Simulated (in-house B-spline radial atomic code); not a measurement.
A run on Eu²⁺ (an excited or competing configuration) that did not converge. Method: scalar-relativistic (X2C) wB97X, spin-polarised, spherical fractional occupations, exact exchange averaged over the configuration, Fermi nucleus of rms radius 5.1115 fm; computed with a B-spline radial code for spherical atoms.

Command:
```bash
python run_scf.py task.json out
```
Settings (nuclear radius in fm, mass in u):
```
Z                63
configuration    [Xe] 4f6 5f1
hamiltonian      x2c
method           wb97x
spin_polarised   True
nucleus          fermi
rms_radius       5.1115
atomic_mass      152.92124
speed_of_light   137.035999084
exact_exchange   averaged over the configuration
```

First and last ten iterations of the last attempt (damped for 15 steps, keeping 80 % of the old Fock matrix, then DIIS):
```
 iter        energy (Eh)    residual
    1      -10810.676544    6.58e-01
    2      -10820.834054    9.56e-01
    3      -10832.357343    1.19e+00
    4      -10839.714180    3.35e-01
    5      -10841.448205    2.45e-01
    6      -10842.207038    1.79e-01
    7      -10842.541342    1.32e-01
    8      -10842.698694    9.78e-02
    9      -10842.779885    7.38e-02
   10      -10842.825976    5.66e-02
  111      -10842.910640    3.54e-04
  112      -10842.910638    3.38e-04
  113      -10842.910632    3.09e-04
  114      -10842.910635    3.19e-04
  115      -10842.910635    3.21e-04
  116      -10842.910631    3.08e-04
  117      -10842.910636    3.24e-04
  118      -10842.910627    3.12e-04
  119      -10842.910620    3.47e-04
  120      -10842.910625    3.15e-04
 not converged after 120 iterations
```

The smallest residual met was 3.0e-04; the threshold is about 6e-07. No energy from this run should be used. Time taken, with all properties: 21 s on 1 thread of Intel(R) Xeon(R) 6975P-C, with other jobs on the host.
